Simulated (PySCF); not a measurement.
## TeSe₃: fields on a plane

These are results of PBE0 in PySCF with Te def2-TZVP with ECP28, Se def2-TZVP; scalar-relativistic core potentials, no spin–orbit coupling; density-fitted integrals, not measurements.

The singlet minimum has Te–Se 2.351 Å (×3); Se–Te–Se 120.0° (×3).

The plane holds Te1 at (0.00, 0.00), Se2 at (2.35, 0.00), Se3 at (-1.18, 2.04), Se4 at (-1.18, -2.04) Å. Columns run from x = -3.15 to 4.65 Å, rows from y = 4.35 (top) to -4.05 Å, in steps of 0.3 Å. Other isomers or separated fragments may lie lower. Core electrons replaced by a potential are absent, the electrostatic potential uses the reduced nuclear charge, and values within about 0.7 Å of such atoms have no physical meaning.

**Question.** Give the electron density (e/Å³) (cut at 5 e/Å³). Every second row and column.

**Answer.** 
```
0.00 0.00 0.00 0.00 0.00 0.00 0.00 0.00 0.00 0.00 0.00 0.00 0.00 0.00
0.00 0.00 0.01 0.03 0.03 0.02 0.01 0.00 0.00 0.00 0.00 0.00 0.00 0.00
0.00 0.03 0.12 0.29 0.28 0.11 0.02 0.00 0.00 0.00 0.00 0.00 0.00 0.00
0.01 0.10 0.58 3.69 1.64 0.37 0.06 0.01 0.00 0.00 0.00 0.00 0.00 0.00
0.02 0.16 1.08 5.00 5.00 0.53 0.10 0.02 0.02 0.03 0.02 0.01 0.00 0.00
0.02 0.10 0.53 1.26 0.94 0.48 0.18 0.09 0.12 0.19 0.14 0.04 0.01 0.00
0.01 0.03 0.13 0.33 0.71 1.67 0.88 0.35 0.54 1.16 0.74 0.15 0.02 0.00
0.00 0.01 0.04 0.19 1.60 5.00 5.00 0.75 1.18 5.00 4.54 0.29 0.03 0.00
0.00 0.02 0.07 0.23 0.98 5.00 3.99 0.57 0.87 5.00 1.54 0.24 0.03 0.00
0.01 0.06 0.27 0.59 0.72 0.66 0.35 0.18 0.27 0.50 0.34 0.08 0.01 0.00
0.02 0.14 0.86 5.00 2.71 0.48 0.12 0.04 0.05 0.07 0.05 0.02 0.00 0.00
0.02 0.14 0.94 5.00 5.00 0.51 0.08 0.01 0.01 0.01 0.01 0.00 0.00 0.00
0.01 0.05 0.28 0.77 0.70 0.22 0.04 0.01 0.00 0.00 0.00 0.00 0.00 0.00
0.00 0.01 0.04 0.10 0.10 0.05 0.01 0.00 0.00 0.00 0.00 0.00 0.00 0.00
0.00 0.00 0.01 0.01 0.01 0.01 0.00 0.00 0.00 0.00 0.00 0.00 0.00 0.00
```

**Question.** Give the electron localisation function (set to 0 where the density is under 0.005 e/Å³). Every second row and column.

**Answer.** 
```
0.00 0.00 0.00 0.00 0.00 0.00 0.00 0.00 0.00 0.00 0.00 0.00 0.00 0.00
0.00 0.00 0.13 0.37 0.59 0.57 0.27 0.00 0.00 0.00 0.00 0.00 0.00 0.00
0.00 0.30 0.52 0.69 0.85 0.87 0.67 0.00 0.00 0.00 0.00 0.00 0.00 0.00
0.36 0.73 0.65 0.25 0.21 0.88 0.69 0.04 0.00 0.00 0.00 0.00 0.00 0.00
0.60 0.88 0.46 0.45 0.55 0.72 0.39 0.03 0.13 0.62 0.64 0.32 0.00 0.00
0.58 0.86 0.85 0.19 0.30 0.60 0.32 0.15 0.60 0.87 0.88 0.68 0.17 0.00
0.17 0.50 0.59 0.55 0.51 0.23 0.23 0.51 0.67 0.38 0.75 0.74 0.26 0.00
0.00 0.02 0.07 0.32 0.25 0.19 0.76 0.53 0.16 0.35 0.29 0.63 0.25 0.00
0.00 0.12 0.23 0.41 0.24 0.76 0.45 0.56 0.39 0.45 0.20 0.69 0.26 0.00
0.43 0.77 0.80 0.62 0.63 0.48 0.37 0.34 0.69 0.87 0.89 0.74 0.23 0.00
0.63 0.89 0.71 0.58 0.18 0.62 0.28 0.06 0.38 0.80 0.81 0.54 0.00 0.00
0.51 0.83 0.48 0.77 0.40 0.82 0.57 0.03 0.02 0.29 0.34 0.00 0.00 0.00
0.18 0.54 0.65 0.45 0.77 0.90 0.71 0.06 0.00 0.00 0.00 0.00 0.00 0.00
0.00 0.11 0.31 0.59 0.78 0.78 0.52 0.00 0.00 0.00 0.00 0.00 0.00 0.00
0.00 0.00 0.04 0.15 0.30 0.26 0.00 0.00 0.00 0.00 0.00 0.00 0.00 0.00
```
